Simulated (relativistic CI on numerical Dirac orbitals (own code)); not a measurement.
Sensitivity of the levels of Ru²³⁺ to α and to the nuclear radius

Calculated at this level of theory: Dirac-Coulomb-Breit CI, separate exchange-only KLI orbitals for each configuration, derivatives by finite differences, unscaled Slater integrals, QED left out (own radial code, finite nucleus).

CI space (outside the closed core [Ne]): 3s²3p⁶3d³, 3s²3p⁵3d⁴, 3s3p⁶3d⁴, 3p⁶3d⁵, 3s²3p⁶3d²4s, 3s²3p⁶3d²4p, 3s²3p⁶3d²4d, 3s²3p⁶3d²4f. Levels of other configurations are missing.

With x = (α/α₀)² − 1 an excitation energy changes as ω = ω₀ + qx; K = 2q/ω₀ is the relative enhancement. Terms are leading LS components, so labels can repeat. The field-shift factor is F = δν/δ⟨r²⟩ for the transition from the lowest level.

Lowest level 3s²3p⁶3d³ ⁴F3/2.

```
           Level  ω₀ (cm⁻¹)  q (cm⁻¹)      K  F (GHz/fm²)
 3s²3p⁶3d³ ⁴F5/2      22522     29960   2.66        0.186
 3s²3p⁶3d³ ⁴F7/2      42231     46410    2.2        0.295
 3s²3p⁶3d³ ⁴F9/2      57102     49210   1.72        0.325
 3s²3p⁶3d³ ⁴P3/2      69464     15300   0.44        0.077
 3s²3p⁶3d³ ⁴P1/2      78223     26770  0.685        0.125
 3s²3p⁶3d³ ²G7/2      97449     50700   1.04        0.351
 3s²3p⁶3d³ ²H9/2     101444     52250   1.03        0.419
 3s²3p⁶3d³ ⁴P5/2     107838     57260   1.06        0.298
 3s²3p⁶3d³ ²D3/2     121456     62340   1.03        0.346
 3s²3p⁶3d³ ²P1/2     130095     65420   1.01        0.432
3s²3p⁶3d³ ²H11/2     138278     65530  0.948        0.562
 3s²3p⁶3d³ ²D5/2     149311     74730      1         0.39
 3s²3p⁶3d³ ²G9/2     153453     98040   1.28        0.688
```

At this charge energies of transitions that change n are usually good to better than 1 %, and those within a shell (Δn = 0) to a few per cent. Terms inside the open d or f shell come out 10 to 20 % too wide with unscaled integrals.
